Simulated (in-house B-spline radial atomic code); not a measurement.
A run on an ion of nuclear charge 66 with 66.4 electrons that did not converge. Method: scalar-relativistic (X2C) LC-wPBE, spin-polarised, spherical fractional occupations, Fermi nucleus of rms radius 5.2218 fm; computed with an all-electron radial atomic-structure program (B-spline basis).

Command:
```bash
python run_scf.py task.json out
```
Settings (nuclear radius in fm, mass in u):
```
Z                66
configuration    [Xe] 4f10.4 6s2
hamiltonian      x2c
method           lc_wpbe
spin_polarised   True
nucleus          fermi
rms_radius       5.2218
atomic_mass      163.92918
speed_of_light   137.035999084
```

First and last ten iterations of the last attempt (damped for 15 steps, keeping 80 % of the old Fock matrix, then DIIS):
```
 iter        energy (Eh)    residual
    1      -12102.165870    7.77e-01
    2      -12106.145534    1.39e+00
    3      -12130.592946    9.00e-01
    4      -12143.833788    5.58e-01
    5      -12150.520505    3.53e-01
    6      -12153.645394    2.33e-01
    7      -12155.007883    1.59e-01
    8      -12155.585319    1.04e-01
    9      -12155.842512    7.06e-02
   10      -12155.971190    5.54e-02
  111      -12156.119966    2.27e-02
  112      -12151.455915    2.08e-01
  113      -12151.404978    2.10e-01
  114      -12151.403374    2.10e-01
  115      -12151.386578    2.10e-01
  116      -12151.401436    2.10e-01
  117      -12151.389761    2.10e-01
  118      -12151.391396    2.10e-01
  119      -12151.434217    2.09e-01
  120      -12151.436358    2.09e-01
 not converged after 120 iterations
```

The smallest residual met was 2.3e-02; the threshold is about 7e-07. No energy from this run should be used. Time taken, with all properties: 25 s on 1 thread of Intel(R) Xeon(R) 6975P-C (shared host).
